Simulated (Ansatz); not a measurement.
Wavefunction ladder for `C[NH][GaH][InH2]`

```xyz
11

C    -1.186   -0.275    1.272
N    -0.191    0.757    1.127
Ga    1.016    0.991   -0.220
In    0.997   -0.735   -2.183
H    -2.207    0.126    1.303
H    -1.039   -0.878    2.177
H    -1.138   -0.961    0.421
H    -0.194    1.415    1.891
H     1.939    2.250   -0.008
H     0.035   -0.515   -3.611
H     1.967   -2.174   -2.169
```

The species carries charge 0 and has multiplicity 1. Correlated methods include outer-core shells of Ga, In, which these sets cover unevenly. Scalar relativity is left out up to krypton. In: def2 effective core potential. All single points use the PBE0-D4/def2-TZVP geometry. It is one conformer, not always the lowest. Frozen core, restricted reference, Ansatz.

| basis | HF (Eh) | MP2 corr. |
| --- | --- | --- |
| def2-SVP | -2208.51379 | -0.62299 |
| def2-TZVPP | -2208.87801 | -0.91620 |
| def2-QZVPP | -2208.92445 | -1.37829 |

Task: Estimate the CCSD correlation energy and the (T) correction in each basis where they were run (hartree).

Result: 
```json
{"basis": "def2-SVP", "CCSD corr.": "-0.66249", "(T)": "-0.02117"}
{"basis": "def2-TZVPP", "CCSD corr.": "-0.94086", "(T)": "-0.03440"}
```
